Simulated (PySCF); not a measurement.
# Basis and Hamiltonian dependence of the excitation energy of Co

Co [Ar] 3d7 4s2 (4F) → Co [Ar] 3d6 4s2 5s1, s spin flipped. Calculated with PySCF 2.14 from differences of total energies of unrestricted determinants, without spin-orbit coupling. Values in eV.

```
                                                              basis       Hamiltonian  functions    UHF     PBE    PBE0  MP2 (valence)
                                                        aug-cc-pVDZ  non-relativistic         59  8.762  11.089  10.717         10.346
                                                     aug-cc-pVDZ-DK     spin-free X2C         59  8.359  10.732  10.347          9.977
aug-cc-pVTZ with one added diffuse shell each of s, p, d, f, g type  non-relativistic        118  8.565  11.082  10.653         10.320
                                                        aug-cc-pVQZ  non-relativistic        140  8.573  11.076  10.650         10.409
```

Frozen in the all-electron rows: valence: [Ar].

In the upper determinant the s electron has its spin opposite to the other open shell, which mixes two multiplicities. Non-relativistic rows lack the scalar-relativistic shift. The upper state lies above the first ionisation limit, where it may autoionise and the basis confines it. A Rydberg-like electron needs more diffuse functions than a valence basis has.
